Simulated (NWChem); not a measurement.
SnH3O3Cl; SMILES [OH][Sn]([Cl])([OH])[OH]

```xyz
8

O     -1.2515    -1.3960     0.8983
Sn     0.0000     0.0000     0.2208
O     -0.5832     1.7819     0.8983
O      1.8348    -0.3858     0.8983
Cl     0.0000     0.0000    -2.1365
H     -0.7254    -2.1784     1.1614
H     -1.5239     1.7174     1.1614
H      2.2492     0.4610     1.1614
```
Atoms are numbered in this order, from 1.

Results from NWChem. Structure relaxed at the PBE-D3(BJ)/def2-SVP level. Not confirmed as a minimum by frequencies. def2 effective core potentials on Sn; no spin-orbit coupling. Vertical excitations in the gas phase; the lowest state need not have the same character in each row.

| level | lowest excitation, singlet (eV) | oscillator strength of that lowest state | orbital gap (eV) |
|---|---|---|---|
| PBE/def2-SVP, TDA | 4.11 | 0.001 | 3.95 |
| B3LYP/def2-SVP, TDA | 4.81 | 0.001 | 6.02 |
| LDA (Slater exchange, VWN5)/def2-SVP, TDA | 4.03 | 0.001 | 3.84 |
